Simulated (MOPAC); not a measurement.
System: CHBrCl, charge 0, multiplicity 2. SMILES: Cl[CH]Br

Atoms: Cl1, C2, Br3, H4. Bonds: Cl1-C2, C2-Br3, C2-H4.

Bond lengths (Å) and angles (degrees) optimised at PM3 with MOPAC; PM6 with MOPAC; MNDO with MOPAC, each started from the B3LYP-D3(BJ)/def2-TZVP structure (Ansatz) of the last column. A row stands for all coordinates that are equal there. No wavenumbers were computed at MNDO, so these may be saddle points.

```json
[
 {"coordinate": "Cl1-C2", "PM3": "1.585", "PM6": "1.663", "MNDO": "1.715", "B3LYP-D3(BJ)/def2-TZVP": "1.700"},
 {"coordinate": "C2-Br3", "PM3": "1.865", "PM6": "1.856", "MNDO": "1.799", "B3LYP-D3(BJ)/def2-TZVP": "1.869"},
 {"coordinate": "C2-H4", "PM3": "1.087", "PM6": "1.077", "MNDO": "1.077", "B3LYP-D3(BJ)/def2-TZVP": "1.079"},
 {"coordinate": "Cl1-C2-Br3", "PM3": "113.4", "PM6": "121.4", "MNDO": "120.7", "B3LYP-D3(BJ)/def2-TZVP": "120.0"},
 {"coordinate": "Cl1-C2-H4", "PM3": "128.0", "PM6": "120.3", "MNDO": "118.7", "B3LYP-D3(BJ)/def2-TZVP": "117.3"},
 {"coordinate": "Br3-C2-H4", "PM3": "118.6", "PM6": "118.4", "MNDO": "120.6", "B3LYP-D3(BJ)/def2-TZVP": "116.6"}
]
```

Mean signed difference of all 3 bond lengths from B3LYP-D3(BJ)/def2-TZVP: PM3 -0.037 Å, PM6 -0.017 Å, MNDO -0.019 Å.
